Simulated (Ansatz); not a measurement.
Species: C3H8Si2, SMILES `C[SiH2]C=C=[SiH2]` (charge 0, multiplicity 1).

Q: Give a relaxed geometry from B3LYP-D3(BJ)/def2-TZVP (Ansatz, a first-principles code).

A: One answer among several that fit: the end point of this relaxation, one of several conformers (outside a Z-matrix the atoms follow the SMILES, hydrogens last).
Bond lengths (Å): C1–Si2 1.867, C1–H6 1.091, C1–H7 1.092, C1–H8 1.091, Si2–C3 1.882, Si2–H9 1.486, Si2–H10 1.486, C3–C4 1.305, C3–H11 1.093, C4–Si5 1.692, Si5–H12 1.469, Si5–H13 1.469. Angles (°): Si2–C1–H6 110.8, Si2–C1–H7 110.4, Si2–C1–H8 110.8, H6–C1–H7 108.4, H6–C1–H8 107.9, H7–C1–H8 108.4, C1–Si2–C3 111.6, C1–Si2–H9 110.9, C1–Si2–H10 111.0, C3–Si2–H9 107.9, C3–Si2–H10 107.9, H9–Si2–H10 107.3, Si2–C3–C4 122.9, Si2–C3–H11 117.6, C4–C3–H11 119.5, C3–C4–Si5 173.0, C4–Si5–H12 120.5, C4–Si5–H13 120.5, H12–Si5–H13 117.6.
